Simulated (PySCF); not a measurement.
Two-component Hartree-Fock for Xe⁺ (xenon, charge +1)

Start: [Kr] 4d10 5s2 5p5; 5p1/2 filled at m_j = -1/2, +1/2; 5p3/2 filled at m_j = -1/2, +1/2, +3/2. Calculated with PySCF 2.14 in x2c-TZVPPall-2c (8s9p5d2f, 74 functions): generalised Hartree-Fock with the X2C-1e Hamiltonian and a Gaussian nucleus; one run each with spin-orbit coupling (SO) switched off, then screened by Boettger's factors.

| spinor shell | electrons | ε, spin-free (eV) | ε, screened SO (eV) | weight of nominal j (screened SO) | rms radius, screened SO (bohr) |
| --- | --- | --- | --- | --- | --- |
| 1s1/2 | 2 | -34737.8 | -34733.6 | 1.000 | 0.0305 |
| 2s1/2 | 2 | -5516.9 | -5515.6 | 1.000 | 0.124 |
| 2p1/2 | 2 | -4944.3 | -5170.2 | 1.000 | 0.107 |
| 2p3/2 | 4 | -4944.3 | -4842.7 | 1.000 | 0.112 |
| 3s1/2 | 2 | -1180.2 | -1179.7 | 1.000 | 0.326 |
| 3p1/2 | 2 | -990.87 | -1034.9 | 1.000 | 0.318 |
| 3p3/2 | 4 | -990.87 | -970.78 | 1.000 | 0.330 |
| 3d3/2 | 4 | -710.52 | -718.19 | 1.000 | 0.302 |
| 3d5/2 | 6 | -710.52 | -704.90 | 1.000 | 0.305 |
| 4s1/2 | 2 | -239.49 | -239.29 | 1.000 | 0.762 |
| 4p1/2 | 2 | -176.91 | -185.73 | 1.000 | 0.797 |
| 4p3/2 | 4 | -176.91 | -172.72 | 1.000 | 0.825 |
| 4d3/2 | 4 | -82.726 | -83.882 | 0.998 | 0.938 |
| 4d5/2 | 6 | -82.726 | -81.696 | 0.999 | 0.948 |
| 5s1/2 | 2 | -36.409 | -36.343 | 1.000 | 1.98 |
| 5p1/2 | 2 | -21.524 | -22.549 | 0.928 | 2.31 |
| 5p3/2 | 3 | -21.524 | -20.974 | 0.952 | 2.40 |

```json
{"quantity": "E (hartree)", "spin-free": "-7441.91015", "screened SO": "-7444.33667"}
{"quantity": "M_J", "spin-free": "3/2", "screened SO": "3/2"}
{"quantity": "⟨J²⟩", "spin-free": "3.761", "screened SO": "3.761"}
{"quantity": "⟨L²⟩", "spin-free": "2.008", "screened SO": "2.037"}
{"quantity": "⟨S²⟩", "spin-free": "0.753", "screened SO": "0.781"}
```

Each row is a mean over spinors that exchange with the open shell spreads, by up to 2.673 eV (5s1/2).

Breit and QED terms are absent; they matter most for the inner s and p1/2 levels.

Densities and radii are taken from the X2C orbitals without a picture-change correction, which distorts them close to the nucleus.

Without spin-orbit coupling the j labels of p, d and f shells carry no meaning; the spin-free column gives the mean over the occupied spinors of each nl shell.
